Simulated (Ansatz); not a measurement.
Ideal-gas functions of `[Cl][GeH2][S][GeH3]` at 800 K and 1 bar, from an Ansatz frequency run at PBE0-D4/def2-TZVP.

Molar mass 217.78 g/mol, point group C1 (symmetry number 1), electronic degeneracy 1, moments of inertia 192.905, 568.654, 698.404 u Å². Harmonic wavenumbers (cm⁻¹, unscaled): 36, 83, 93, 155, 382, 417, 421, 497, 569, 580, 655, 761, 830, 850, 866, 876, 2156, 2167, 2177, 2181, 2188.

Use S(trans) = R[1.5 ln M + 2.5 ln T − 1.1517]; rotational temperatures θ = 24.2544 K / I; S(rot) = R[ln(√π/σ · √(T³/θAθBθC)) + 1.5]; for each mode x = 1.438777 ν̃/T, S = R[x/(eˣ − 1) − ln(1 − e⁻ˣ)] and H = RT x/(eˣ − 1); 1 cm⁻¹ = 0.0119627 kJ/mol; R = 8.31446 J/(mol·K).

Q: By hand: the entropy, in J/(mol·K).

A: Translation 196.5. Rotation: θ = 0.1257, 0.0427, 0.0347 K, giving 136.3. Vibration, mode by mode: 31.08, 24.14, 23.19, 18.96, 11.60, 10.90, 10.82, 9.52, 8.48, 8.33, 7.42, 6.33, 5.71, 5.55, 5.42, 5.34, 0.86, 0.84, 0.83, 0.82, 0.82, in all 197.0. Electronic 0.0. Sum 529.8 J/(mol·K).

Q: By hand: H − E and G − E in kJ/mol, counted from the electronic energy.

A: Zero-point energy ½ × 18940 × 0.0119627 = 113.3; thermal vibration 70.2; translation, rotation and pV give 4 RT = 26.6. H − E = 210.1 kJ/mol, and G − E = 210.1 − 800 × 529.8/1000 = -213.7 kJ/mol.

Vibration gives 37 % of the entropy, 78.4 J/(mol·K) of it from the modes under 150 cm⁻¹: soft modes count most, and the harmonic formula is weakest for them. The sum counts one conformer and one mirror image; others add a mixing term.
